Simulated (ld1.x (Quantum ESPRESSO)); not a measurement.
# rhodium (Rh): excitation energies, all-electron against TM

| Property | Result |
| --- | --- |
| Element | rhodium (Rh) |
| Generator | ld1.x (Quantum ESPRESSO) 7.5 |
| Type | norm-conserving Troullier–Martins (Kleinman–Bylander form) |
| Functional | PBEsol |
| Relativity | fully relativistic |
| Frozen core | [Kr] |
| Valence charge | 9 |
| Reference configuration | 4d8 5s1 5p0 |
| Partial waves | 5s (bound): rc 2.55 bohr; 4d (bound): rc 1.20 bohr; 5p (bound, empty): rc 3.10 bohr |
| Local potential | the p channel |
| Core correction | a·sin(br)/r model core inside 1.20 bohr |

Open shells are filled in proportion to 2j + 1 (rel_dist='average').

Energies are relative to the spin-unpolarised reference configuration 4d8 5s1 5p0; without spin polarisation the order of configurations can differ from experiment. The p channel is local and has no spin–orbit splitting in the pseudo-atom.

| valence configuration | charge | ΔE all-electron (eV) | error AE − PS (meV) |
| --- | --- | --- | --- |
| 4d7 5s0 5p0 | +2 | 26.973 | -196 |
| 4d6 5s0 5p0 | +3 | 59.463 | -924 |
| 4d8 5s0.5 5p0 | +0.5 | 2.929 | -2.9 |
| 4d8.5 5s0.5 5p0 | 0 | -0.629 | -32 |
| 4d8 5s0 5p1 | 0 | 3.661 | -6.5 |
| 4d9 5s0 5p0 | 0 | -0.915 | -118 |

Problem. What are ΔE and the potential's error for 4d8 5s0 5p0?

Solution. ΔE = 7.463 eV all-electron; the error (AE − PS) is -15 meV.

Levels in the configuration 4d9 5s0 5p0:

| level | all-electron (eV) | pseudo (eV) |
| --- | --- | --- |
| 4d j=3/2 | -3.819 | -3.682 |
| 4d j=5/2 | -3.457 | -3.330 |
